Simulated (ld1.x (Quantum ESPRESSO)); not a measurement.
## platinum (Pt): excitation energies, all-electron against PAW

- Element: platinum (Pt)
- Generator: ld1.x (Quantum ESPRESSO) 7.5
- Type: PAW
- Functional: BP86
- Relativity: scalar-relativistic
- Frozen core: [Xe] 4f14
- Valence charge: 10
- Reference configuration: 5d10 6s0 6p0
- Partial waves: 6s (bound, empty): rcut 1.60, rcutus 2.05 bohr; 6s channel at 3.7 Ry: rcut 1.60, rcutus 2.05 bohr; 6p (bound, empty): rcut 3.65, rcutus 3.90 bohr; 6p channel at 4.8 Ry: rcut 3.65, rcutus 3.90 bohr; 5d (bound): rcut 1.50, rcutus 2.00 bohr; 5d channel at 0.4 Ry: rcut 1.50, rcutus 2.00 bohr
- Local potential: all-electron potential smoothed inside 3.20 bohr (lloc = -1)
- Core correction: a·sin(br)/r model core inside 1.05 bohr
- Augmentation charge: BESSEL, radius 1.70 bohr

Energies are relative to the spin-unpolarised reference configuration 5d10 6s0 6p0; without spin polarisation the order of configurations can differ from experiment. Not all tests gave a result: 2 of 7 tests not solved or not reliable. Left out of the table: 5d9 6s1 6p0 (solver errors, printed error -651 eV); 5d8 6s1 6p1 (solver errors, printed error -3.5 eV).

```
valence configuration  charge  ΔE all-electron (eV)  error AE − PS (meV)
          5d9 6s0 6p0      +1                 9.349                  -10
          5d8 6s0 6p0      +2                29.443                  -92
          5d7 6s0 6p0      +3                61.777                 -351
          5d6 6s0 6p0      +4               107.538                 -930
```

**Question.** What are ΔE and the potential's error for 5d9 6s0 6p1?

**Answer.** ΔE = 5.101 eV all-electron; the error (AE − PS) is -3.3 meV.
